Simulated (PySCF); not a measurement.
Highest orbital energy against ionisation energy along the third row

Calculated with PySCF 2.14, no spin-orbit coupling. Each cell gives −ε(HOMO) / ΔSCF in eV; NIST values include spin-orbit coupling, (s) semi-empirical, (t) theoretical.

```tsv
species	UHF	LDA	PBE	PBE0	r2SCAN	NIST (lowest levels)
Mg⁺ (dyall-av3z, spin-free X2C)	14.760 / 14.745	12.001 / 15.376	11.915 / 15.360	12.726 / 15.255	12.062 / 15.043	15.035
Al⁺ (dyall-av3z, spin-free X2C)	17.781 / 17.551	14.915 / 18.925	14.807 / 18.790	15.763 / 18.684	14.959 / 18.413	18.829
Si⁺ (dyall-av3z, spin-free X2C)	16.204 / 15.831	12.067 / 16.356	12.185 / 16.396	13.328 / 16.421	12.554 / 16.519	16.346
P⁺ (dyall-av3z, spin-free X2C)	19.718 / 19.159	14.906 / 19.813	14.970 / 19.772	16.318 / 19.809	15.401 / 19.943	19.769 (s)
S⁺ (dyall-av3z, spin-free X2C)	23.454 / 22.718	17.879 / 23.396	17.908 / 23.307	19.478 / 23.374	18.461 / 23.526	23.338
Cl⁺ (dyall-av3z, spin-free X2C)	23.627 / 22.571	18.326 / 23.963	18.347 / 23.826	19.929 / 23.821	18.700 / 23.789	23.814
Ar⁺ (dyall-av3z, spin-free X2C)	27.609 / 26.356	21.577 / 27.815	21.526 / 27.579	23.320 / 27.592	21.973 / 27.655	27.630
```

Task: How far is −ε(HOMO) from ΔSCF on average for each method, and why?

Result: UHF 0.60 eV; LDA -4.85 eV; PBE -4.77 eV; PBE0 -3.44 eV; r2SCAN -4.40 eV. Hartree-Fock orbital energies lack relaxation and so exceed the ΔSCF value; semilocal functionals have convex E(N) from self-interaction, so their HOMO lies far too high; exact exchange moves hybrids part of the way back.
